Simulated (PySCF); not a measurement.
**Dipole moment and polarisability of `N#CC(F)(F)[C@@H]1CC=CO1`**

Compound: C6H5F2NO.
Geometry (GFN2-xTB, Å), atoms numbered from 1 in this order:
```xyz
15
C6H5F2NO angstrom
N      0.609    2.707   -0.275
C      1.069    1.665   -0.225
C      1.610    0.305   -0.168
F      2.129   -0.038   -1.382
F      2.648    0.247    0.703
C      0.513   -0.716    0.227
C     -0.631   -0.735   -0.807
C     -1.751   -0.127   -0.008
C     -1.340    0.063    1.235
O     -0.047   -0.322    1.468
H      1.014   -1.682    0.356
H     -0.388   -0.152   -1.698
H     -0.870   -1.751   -1.127
H     -2.717    0.087   -0.414
H     -1.850    0.456    2.094
```

Level: B3LYP/def2-SVPD (PySCF), static field, nuclei fixed, core orbitals frozen in the response. The polarisability tensor in these axes (au):

```
x   76.06 -2.49  0.18
y   -2.49 72.62  2.58
z    0.18  2.58 71.08
```

Task: Give the principal values, the mean and the anisotropy Δα = √{½[(α1 − α2)² + (α2 − α3)² + (α1 − α3)²]}.

Result: Principal values 68.76, 73.44 and 77.56 au; mean 73.25 au = 10.85 Å³ = 12.08 × 10⁻⁴⁰ C²·m²/J; Δα = 7.63 au (10 % of the mean).

Task: What is the dipole moment, and where does it point?

Result: (-1.86, -2.72, -0.52) D, 3.34 D in size, pointing from the negative to the positive side. Measured along this direction, the outermost atoms are N1 at the negative end and H13 at the positive end.

Task: What depolarisation ratio follows for Rayleigh scattering of linearly polarised light, taking the static tensor?

Result: ρ = 3Δα²/(45ᾱ² + 4Δα²) = 174.6/(241469 + 232.7) = 0.000722.

Task: What would n − 1 = 2πNα be for an ideal gas of these molecules at 500 K and 1 atm, electronic part alone?

Result: N = p/kT = 1.4678 × 10¹⁹ cm⁻³, so n − 1 = 2π × N × 10.85 × 10⁻²⁴ cm³ = 1001 × 10⁻⁶ at long wavelengths.

Task: Form Σ f/ω² (atomic units) for the 8 lowest TDDFT singlets, given as eV and f, and set it beside the mean polarisability, which is this sum over all singlets: 4.98, 0.0027; 5.19, 0.0059; 6.08, 0.0147; 6.39, 0.1001; 6.94, 0.0210; 7.02, 0.0070; 7.15, 0.0037; 7.48, 0.0001.

Result: They add up to 2.84 au, 3.9 % of the 73.25 au; the largest single term is 1.82 au, from the state at 6.39 eV. Terms in order: 0.08, 0.16, 0.29, 1.82, 0.32, 0.11, 0.05, 0.00 au. Higher excitations give the rest. The strengths listed sum to 0.155.

Task: Traceless (Buckingham) quadrupole moment about the centre of nuclear charge: eigenvalues?

Result: -7.10, 2.63, 4.47 D·Å. The values depend on the origin, since the dipole doesn't vanish. The electronic extent ⟨r²⟩ about the same centre is 1181 bohr², a root-mean-square distance of 2.11 Å for the 74 electrons.

Task: Find the Langevin capture rate constant for H3O+ (19.018 u) meeting this molecule (145.034 u), k = 2.342 × 10⁻⁹ cm³/s × √(α in Å³ / reduced mass in u).

Result: The reduced mass is 16.81 u, so k = 1.88 × 10⁻⁹ cm³/s. The formula leaves out the permanent dipole, which adds to the capture rate.

Isolated species at its GFN2-xTB geometry (one conformer only).
